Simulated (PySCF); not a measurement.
Input file for PySCF: R-HF/3-21G on FHOSi (SMILES O[Si]F), a point of a bond scan (R = 1.159 Å).

```python
from pyscf import gto, scf, dft, mp
from pyscf.data.elements import chemcore

mol = gto.M(
    atom='''
    Si    0.00937425    0.00603277    0.61022733
    F    -0.73513023    1.02562647   -0.41739903
    O     0.73079075   -1.04612827   -0.42560613
    H     0.62016972   -0.92605932   -1.57296957
    ''',
    basis='3-21g',
    charge=0, spin=0, verbose=3, max_memory=1800)
mf = scf.RHF(mol)
mf.conv_tol = 1e-8
mf.max_cycle = 100
mf.kernel()
if not mf.converged:
    mf = mf.newton().run(mf.mo_coeff, mf.mo_occ)
```

It printed:

```
converged SCF energy = -461.390234441592
```

The run converged.

Cost: very roughly 0.20 core-seconds.
